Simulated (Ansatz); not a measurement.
Energy profile

The step: SiH₄ + H₂O + H₂O → SiH₄O ([OH][SiH3]) + H₂O + H₂; bonds formed: Si1–O7, H2–H8, H6–O9; bonds broken: Si1–H2, H6–O7, H8–O9 (atoms numbered as in the saddle structure below).

Si1  (-0.554, 0.224, -1.126)
H2  (-1.099, -0.489, 0.330)
H3  (-0.883, -1.070, -1.792)
H4  (-1.703, 1.166, -1.005)
H5  (0.218, 0.896, -2.260)
H6  (0.958, -0.122, 0.948)
O7  (0.919, 0.448, -0.128)
H8  (-0.418, -0.756, 1.221)
O9  (0.513, -0.779, 1.821)
H10  (1.685, 0.742, -0.628)
H11  (0.364, -0.259, 2.619)
(Å)

Electronic energies by CCSD(T) at an estimated basis limit (MP2 extrapolated from triple and quadruple zeta, plus CCSD(T) − MP2 in triple zeta), on PBE0-D4/def2-TZVP structures; SiH₈O₂, singlet; no counterpoise correction. Computed with Ansatz 0.2.0 (basis: def2-TZVPP and def2-QZVPP); correlated methods freeze the cores. Extrapolation: Hartree–Fock as exp(−7.88 √X), correlation as X^−2.97.

Question: Give the profile in kJ/mol, counted from the separated reactants. (Judge from chemistry; the value comes from the calculation.)

Answer: The calculation gives:
```tsv
point	kJ/mol
separated: SiH₄ (Si1, H2, H3, H4, H5; singlet) + H₂O (H6, O7, H10; singlet) + H₂O (H8, O9, H11; singlet)	0.0
start structure	-31.3
saddle	120.9
end structure	-83.5
separated: SiH₄O (linked as [OH][SiH3]; Si1, H3, H4, H5, O7, H10; singlet) + H₂ (H2, H8; singlet) + H₂O (H6, O9, H11; singlet)	-61.4
```

T1 diagnostic: at most 0.012.

For scale, one of the runs: CCSD(T)/def2-TZVPP, 216 basis functions, launched by `ansatz run in.yaml --threads 4 --pin off --events-out ev --progress --plain --max-ram 9574MiB`. Time: 94 s of wall clock on 4 CPU threads of an AMD EPYC; the host was shared. Peak host memory: 3.2 GiB.
